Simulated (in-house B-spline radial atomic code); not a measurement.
Hg. Computed with a B-spline radial atomic code. Model: non-relativistic spherical atom: semilocal Troullier-Martins pseudo-atom, one channel per l, against all electrons, high spin, G0W0 and RPA with empty states to l = 8, local potential for every l without a channel, a model core (radius 0 = none) keeps its share of the functional.

The core holds an angular momentum without a channel of its own, so the local potential lets valence electrons into it.

Without relativity these are model numbers for so heavy an element.

What the tables leave out is listed at the end.

The pseudopotential gives back the lowest level of each angular momentum of its own functional in the configuration it was made in; a second state of the same l is only approximately right. Exact exchange, RPA and GW see the smooth pseudo-orbitals and miss the exchange with the core, for which the functional's share stands in. The column with an uncorrelated core keeps all orbitals and exact exchange, and so separates missing core correlation from pseudisation. Only the three outermost levels and the lowest empty one were computed. RPA here is direct RPA, with no exchange kernel, and its energies carry an (l + 1/2)⁻⁴ tail. A hybrid on a potential with a model core restores only its own semilocal share of the core's exchange.

Command:
```bash
python run_psgw.py task.json out
```
Settings (lengths in bohr, energies in hartree):
```
Z                      80
electrons              80
configuration          [Xe] 4f14 5d10 6s2
generated_in           [Xe] 4f14 5d10 6s2
functional             pbe,pbe
core_shells            11
radius_factor          1
core_correction        True
ion_configuration      [Xe] 4f14 5d10 6s1
```

Time taken, with all properties: 120 s on 1 thread of Arm Neoverse N1, with other jobs on the host.

Given: made with PBE; model core radius 0.772 bohr; local radius 1.205 bohr; mean-field start PBE.

Valence shells of the generating configuration: 5p, 5d, 6s.

Channel: s 2.535, p 0.97, d 1.151 (radii in bohr).

Computed: largest level miss in the spin-unpolarised generating configuration 0.001 eV; valence RPA correlation energy all-electron orbitals -1.0447 hartree; valence RPA correlation energy pseudo -1.3234 hartree; ionisation by mean-field all-electron 8.4685 eV; ionisation by mean-field pseudo minus all 0.004 eV; ionisation by RPA all-electron 8.7977 eV; ionisation by RPA pseudo minus all 0.708 eV.

```tsv
level	occupied	mean-field all-electron (eV)	mean-field pseudo minus all (eV)	G0W0 all-electron (eV)	G0W0 uncorrelated core minus all (eV)	G0W0 pseudo minus all (eV)	exchange self-energy all-electron (eV)	exchange self-energy pseudo (eV)
6s	1	-5.2934	0	-8.4968	0.023	-0.627	-11.23	-11.339
```

**Question.** What is the all-electron RPA polarisability, core included?

**Answer.** 46.723 bohr³.

**Question.** What is the pseudo-atom RPA polarisability?

**Answer.** 46.789 bohr³.

Given: mean-field start PBE0.

Computed: valence RPA correlation energy all-electron orbitals -0.9877 hartree; valence RPA correlation energy pseudo -1.2536 hartree; pseudo-atom RPA polarisability 37.996 bohr³; ionisation by mean-field all-electron 8.2005 eV; ionisation by mean-field pseudo minus all 0.344 eV; ionisation by RPA pseudo minus all 0.808 eV.

```tsv
level	occupied	mean-field all-electron (eV)	mean-field pseudo minus all (eV)	G0W0 all-electron (eV)	G0W0 uncorrelated core minus all (eV)	G0W0 pseudo minus all (eV)	exchange self-energy all-electron (eV)	exchange self-energy pseudo (eV)
6s	1	-5.9374	-0.267	-8.5293	0.026	-0.818	-11.02	-11.839
```

**Question.** What is the all-electron RPA polarisability, core included?

**Answer.** 41.943 bohr³.

**Question.** What is the ionisation by RPA all-electron?

**Answer.** 8.6266 eV.

Among the listed levels the largest G0W0 shift of the pseudo-atom is -0.82 eV, for 6s on the PBE0 start, while leaving the core uncorrelated moves that level by +0.03 eV. So pseudisation and the lost core exchange, not the missing core correlation, make the error. Not in the tables (levels of low weight, unsolved or above zero; the highest and the empty levels are kept at any weight): on PBE the G0W0 levels 5d (pseudo minus all +0.38 eV, weights 0.55 and 0.45), 5p (pseudo minus all +21.74 eV, weights 0.02 and 0.03), 6p (pseudo minus all +0.04 eV, weights 0.90 and 0.90); on PBE0 the G0W0 levels 5d (pseudo minus all +0.82 eV, weights 0.77 and 0.74), 5p (pseudo minus all -0.70 eV, weights 0.07 and 0.06), 6p (pseudo minus all +0.13 eV, weights 0.94 and 0.93); no Hartree-Fock pseudo-atom is run with a model core.
